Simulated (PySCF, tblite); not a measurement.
Isomers of C4H8OSSi, one GFN2-xTB conformer each. Single-point energies are computed at PBE0/pcSseg-1 (PySCF, gas phase, no added dispersion term), electronic only.

```tsv
SMILES	GFN2-xTB relative energy (kJ/mol)
C=C1CCS[Si@@H]1O	0.0
C=C(S[SiH3])C(C)=O	145.7
```

Conformers: `[CH2:1]=[C:2]1[CH2:3][CH2:4][S:5][Si@@H:6]1[OH:7]` with S5–Si6–O7–H -36°, C1–C2–C3–C4 148°, C2–C3–C4–S5 50°, C3–C4–S5–Si6 -40°, C4–S5–Si6–O7 142°; `[CH2:1]=[C:2]([S:3][SiH3:4])[C:5]([CH3:6])=[O:7]` with C1–C2–S3–Si4 1°, C1–C2–C5–C6 170°.

Question: What does PBE0/pcSseg-1 give for the same structures?

Answer: 
| SMILES | PBE0/pcSseg-1 E (Eh) | PBE0/pcSseg-1 (kJ/mol) | GFN2-xTB (kJ/mol) | point group |
| --- | --- | --- | --- | --- |
| C=C1CCS[Si@@H]1O | -919.61839 | 0.0 | 0.0 | C1 |
| C=C(S[SiH3])C(C)=O | -919.54776 | 185.4 | 145.7 | near Cs |

Both levels put the same isomer lowest. As drawn, the lower has an O–H bond, an Si–O bond and an Si–C bond, which the higher lacks; the higher has a C=O bond, which the lower lacks.

Question: Which frontier levels, dipoles and rotational constants go with these structures?

Answer: 
| SMILES | HOMO (eV, PBE0/pcSseg-1) | LUMO (eV) | dipole (D) | A, B, C (MHz) |
| --- | --- | --- | --- | --- |
| C=C1CCS[Si@@H]1O | -6.90 | -0.69 | 2.33 | 2137, 2006, 1133 |
| C=C(S[SiH3])C(C)=O | -6.88 | -1.70 | 3.01 | 3964, 1025, 828.6 |

Question: What happens when harmonic zero-point energies from GFN2-xTB frequencies are added?

Answer: 
```
            SMILES  ZPE (kJ/mol)  electronic (kJ/mol)  with ZPE (kJ/mol)
  C=C1CCS[Si@@H]1O         291.2                  0.0                0.0
C=C(S[SiH3])C(C)=O         271.7                185.4              165.9
```

The zero-point energies span 19.5 kJ/mol. The order is unchanged.
